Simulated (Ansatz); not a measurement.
Single points on Zr(OH)Cl3 (ZrCl3OH).

```yaml
crystal:
  periodic: [false, false, false]
  atoms:
    - {symbol: Zr, position_ang: [-0.032727, -0.057310, -0.403321]}
    - {symbol: O, position_ang: [0.118106, 0.207198, 1.464918]}
    - {symbol: H, position_ang: [0.195957, 0.343606, 2.420279]}
    - {symbol: Cl, position_ang: [2.122954, -0.172446, -1.338449]}
    - {symbol: Cl, position_ang: [-1.216803, 1.746661, -1.340532]}
    - {symbol: Cl, position_ang: [-1.187477, -2.067699, -0.802885]}
basis:
  gaussian: {orbitals: def2-TZVP, initial_orbitals: start.molden}
hamiltonian: {xc: {name: BLYP}, dispersion: d4}
scf: {omitted_lower_state_checks: [starts]}
output: {orbitals: {seedname: orbitals}}
```

The file start.molden holds the orbitals of an earlier run on this structure, at another level or in another basis.

```sh
$ ansatz run in.yaml --threads 4 --pin off --events-out ev --progress --plain --max-ram 3916MiB
```

Shortened log:

```
Functional definition: BLYP
1284 factors; their error is unknown
mean field evaluation 1: about -40921.0893 eV, gradient 2.0e1 eV
mean field evaluation 2: about -40921.3740 eV, gradient 3.2e-1 eV
mean field evaluation 4: about -40921.3686 eV, gradient 1.4e-1 eV
mean field -40921.36862938 eV, -1503.8325596298 hartree, gradient 3.1e-5 eV, S^2 0.000000; 0 other end points of the search recorded, 0 dependent functions left out
reference -40921.36904677 eV, -1503.8325749687 hartree; 36, 36 occupied and 152, 152 virtual orbitals, 1284 factors
Total energy: -40921.78149026 eV, -1503.8477319872 hartree
Checks for a lower state left out: starts
```

Run time 2.3 s (4 threads of Arm Neoverse V1 on a shared host).

First input, but with `hamiltonian: {xc: pbe, dispersion: d4}`, `output: {forces: true, orbitals: {seedname: orbitals}}` (abridged; 2.3 s):

```
Functional definition: PBE
mean field -40905.48147600 eV, -1503.2487175117 hartree, gradient 1.9e-5 eV, S^2 0.000000
Total energy: -40905.68599119 eV, -1503.2562333065 hartree
Atom 0 force    -0.005928    -0.010811    -0.076390 eV/Å
Atom 1 force     0.016664     0.029202     0.203650 eV/Å
Atom 2 force    -0.015320    -0.026853    -0.187219 eV/Å
Atom 3 force    -0.069978     0.003081     0.025772 eV/Å
Atom 4 force     0.037751    -0.058852     0.025754 eV/Å
Atom 5 force     0.036812     0.064234     0.008434 eV/Å
Dipole moment:     0.048750     0.085525     0.601088 e Å
Checks for a lower state left out: starts
```

As the first input, with `gaussian: {orbitals: def2-TZVPD, initial_orbitals: start.molden}`, `hamiltonian: {xc: r2scan, dispersion: d4}` (abridged; 7 s):

```
Functional definition: r2SCAN
mean field -40919.97101004 eV, -1503.7811980664 hartree, gradient 1.6e-5 eV, S^2 0.000000
Total energy: -40920.02038651 eV, -1503.7830126182 hartree
Checks for a lower state left out: starts
```

Geometry: PBE-D4/def2-SVP.

In the def2 sets Zr takes a core potential; there is no spin–orbit coupling.
